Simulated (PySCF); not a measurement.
Several molecules and their computed UV-vis stick spectra, shuffled. Method used: PySCF 2.14.0, density-fitted response routines, TDDFT PBE0/def2-SVPD, vertical, gas phase, core orbitals frozen in the response. Geometries: PBE0-D3(BJ)/def2-SVP; one conformer of each isolated species. Triplets are in the Tamm–Dancoff approximation. Relativistic effects are left out although some hold elements past zinc.

A. `[H][Ge]([H])([H])[H]`
B. `c1scc2c1OCCO2`
C. `Brc1cnc2cnccn12`
D. `C[Si](C)(O)O`
E. `CC#[N+][GaH3-]`

Lowest singlet levels (six at most, fewer where fewer were computed) with oscillator strengths:

1. 8.68 eV (f 0.427 summed over 3 states); 9.17 eV (f 0.000 summed over 3 states); 9.38 eV (f 0.000 summed over 2 states); 9.75 eV (f 0.000); 10.03 eV (f 0.983 summed over 3 states); 10.85 eV (f 0.000 summed over 3 states); T1 7.91 eV
2. 5.26 eV (f 0.156); 5.52 eV (f 0.072); 5.59 eV (f 0.004); 5.74 eV (f 0.007); 5.85 eV (f 0.002); 5.96 eV (f 0.014); T1 3.59 eV
3. 4.22 eV (f 0.058); 4.52 eV (f 0.001); 4.90 eV (f 0.016); 5.13 eV (f 0.000); 5.43 eV (f 0.001); 5.66 eV (f 0.001); T1 3.10 eV
4. 5.61 eV (f 0.000); 5.66 eV (f 0.010 summed over 2 states); 5.92 eV (f 0.199); 6.25 eV (f 0.030 summed over 2 states)
5. 7.33 eV (f 0.056); 7.79 eV (f 0.037); 7.91 eV (f 0.062); 8.37 eV (f 0.007); 8.49 eV (f 0.033); 8.63 eV (f 0.001); T1 7.11 eV

Question: Which spectrum belongs to which structure?

Answer: 1 = A, 2 = B, 3 = C, 4 = E, 5 = D.
- A: S1 at 8.68 eV, HOMO-2/HOMO-1/HOMO→LUMO (97%); Löwdin shares by element: HOMO (one of a set within 0.03 eV) hydrogen 52% or more, germanium 44%; LUMO germanium 61%, hydrogen 29% or more; HOMO -9.63 and LUMO 0.22 eV; point group Td, 9 of its 15 listed states under f = 0.0005.
- B: S1 at 5.26 eV, HOMO→LUMO (91%); Löwdin shares by element: HOMO sulfur 32%, carbon 28% or more, oxygen 13% or more (atoms not listed hold the other 27%); LUMO carbon 54% or more, sulfur 20% (atoms not listed hold the other 26%); HOMO -6.30 and LUMO -0.28 eV; point group C2.
- C: S1 at 4.22 eV, HOMO→LUMO (91%); Löwdin shares by element: HOMO carbon 30% or more, bromine 17%, nitrogen 13% or more (atoms not listed hold the other 40%); LUMO carbon 38% or more, nitrogen 29% or more (atoms not listed hold the other 32%); HOMO -6.83 and LUMO -1.77 eV; point group Cs, 1 of its 6 listed states under f = 0.0005.
- D: S1 at 7.33 eV, HOMO→LUMO (95%); Löwdin shares by element: HOMO carbon 40%, silicon 16%, oxygen 15% or more (atoms not listed hold the other 29%); LUMO silicon 28%, oxygen 27%, hydrogen 8% or more (atoms not listed hold the other 37%); HOMO -8.39 and LUMO 0.08 eV.
- E: S1 at 5.61 eV, HOMO-1/HOMO→LUMO/LUMO+1 (99%); Löwdin shares by element: HOMO (one of a set within 0.03 eV) hydrogen 55% or more, gallium 40%; LUMO (one of a set within 0.03 eV) carbon 47%, nitrogen 36%, hydrogen 8% or more; HOMO -7.26 and LUMO -0.56 eV.

A slash joins orbitals within 0.01 eV of each other, whose weights are summed (≥ marks a lower bound).
